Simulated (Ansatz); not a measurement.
C$_{3}$H$_{7}$NO (SMILES CN(C)C=O), singlet, at a GFN2-xTB geometry; Ansatz (a first-principles code) with SVWN5/STO-3G.

The Ansatz input:
Ansatz 0.2 input:
```yaml
crystal:
  periodic: [false, false, false]
  atoms:
    - {symbol: C, position_ang: [1.70621980, -0.15511389, 0.36234485]}
    - {symbol: N, position_ang: [0.29519214, -0.13839517, 0.08832107]}
    - {symbol: C, position_ang: [-0.40719137, -1.38994871, 0.24138838]}
    - {symbol: C, position_ang: [-0.36824107, 0.96525549, -0.29228931]}
    - {symbol: O, position_ang: [-1.55053760, 1.02463096, -0.53231672]}
    - {symbol: H, position_ang: [2.12507724, 0.83840987, 0.21427357]}
    - {symbol: H, position_ang: [1.88991505, -0.46601421, 1.39467431]}
    - {symbol: H, position_ang: [2.21531935, -0.85647680, -0.30474944]}
    - {symbol: H, position_ang: [-1.45428085, -1.21573989, 0.00086600]}
    - {symbol: H, position_ang: [0.00269292, -2.14325488, -0.43519174]}
    - {symbol: H, position_ang: [-0.32356301, -1.75177039, 1.26867964]}
    - {symbol: H, position_ang: [0.29807100, 1.84540742, -0.36692966]}
basis:
  gaussian:
    orbitals: STO-3G
hamiltonian:
  xc: {name: SVWN5}
```

What the program printed (banner, timings and long lists left out):

```
Functional definition: SVWN5
452 factors; integrals over basis functions are off by at most 6.0e-5 eV
mean field evaluation 1: about -6615.7880 eV, gradient 2.5e1 eV
mean field evaluation 2: about -6599.1794 eV, gradient 8.6e1 eV
mean field evaluation 4: about -6617.5453 eV, gradient 3.7e0 eV
mean field evaluation 8: about -6617.4530 eV, gradient 8.3e-2 eV
mean field evaluation 16: about -6617.4530 eV, gradient 6.7e-5 eV
mean field -6617.45302725 eV, -243.1869132806 hartree, gradient 6.7e-5 eV, S^2 0.000000; 0 other end points of the search recorded, 0 dependent functions left out
reference -6617.45304785 eV, -243.1869140377 hartree; 20, 20 occupied and 12, 12 virtual orbitals, 452 factors
Total energy: -6617.45304785 eV, -243.1869140377 hartree
```
